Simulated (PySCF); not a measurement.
PySCF input file for C9H7NS, SMILES c1ccc(-c2cncs2)cc1, SMD-PBE0/6-31G*. Coordinates come from a PBE0-D3(BJ)/def2-SVP optimisation. The values are those of a single conformer.

```python
import numpy as np
from pyscf import gto, scf, dft
from pyscf.solvent import smd

mol = gto.M(
    atom='''
    C    -3.42793525    0.42028505   -0.48287739
    C    -3.00672576   -0.32532697    0.61790514
    C    -1.65048122   -0.51108764    0.86385465
    C    -0.68431221    0.05755322    0.01807675
    C     0.74023036   -0.12612693    0.29794778
    C     1.36255676   -0.39867902    1.49688940
    N     2.71735191   -0.51876060    1.46320454
    C     3.16495589   -0.34376362    0.25843815
    S     1.95504757   -0.02089704   -0.93311757
    C    -1.12121745    0.80531695   -1.08642158
    C    -2.47856674    0.98138861   -1.33560419
    H    -4.49363080    0.56032737   -0.67740343
    H    -3.74261668   -0.77778021    1.28678637
    H    -1.33270467   -1.12180239    1.71139242
    H     0.83683535   -0.49529754    2.44843459
    H     4.22018275   -0.39137187   -0.02066055
    H    -0.38459957    1.26603432   -1.74992120
    H    -2.79671749    1.56820945   -2.20043135
    ''',
    basis='6-31G*',
    charge=0,
    spin=0,
    max_memory=1600,
    verbose=3,
)
mf = dft.RKS(mol, xc='pbe0').density_fit(auxbasis='def2-universal-jkfit')
mf.grids.level = 3
mf.conv_tol = 1e-9
mf.max_cycle = 100
mf.kernel()
res = {}
for name in ['water', 'benzene', 'ethylethanoate']:
    s = mf.SMD()
    s.with_solvent.solvent, s.with_solvent.sasa_ng = name, 194
    s.kernel(mf.make_rdm1())
    res[name] = (s.e_tot, s.with_solvent.get_cds(), s.dip_moment(), s.mo_energy, s.converged)
    print(f'SMD {name}: dG(solv) = {(s.e_tot - mf.e_tot) * 627.509474:.3f} kcal/mol, of which CDS {res[name][1] * 627.509474:.3f}')
```

Output:

```
converged SCF energy = -799.47538011352
converged SCF energy = -799.483684456579
Dipole moment(X, Y, Z, Debye): -1.84961,  0.41877, -1.39034
SMD water: dG(solv) = -5.211 kcal/mol, of which CDS 2.464
converged SCF energy = -799.487176871311
Dipole moment(X, Y, Z, Debye): -1.65655,  0.37763, -1.23038
SMD benzene: dG(solv) = -7.403 kcal/mol, of which CDS -4.152
converged SCF energy = -799.48821843592
Dipole moment(X, Y, Z, Debye): -1.77690,  0.40193, -1.32358
SMD ethylethanoate: dG(solv) = -8.056 kcal/mol, of which CDS -2.297
```

The run converged.

Cost: very roughly 8 core-minutes.
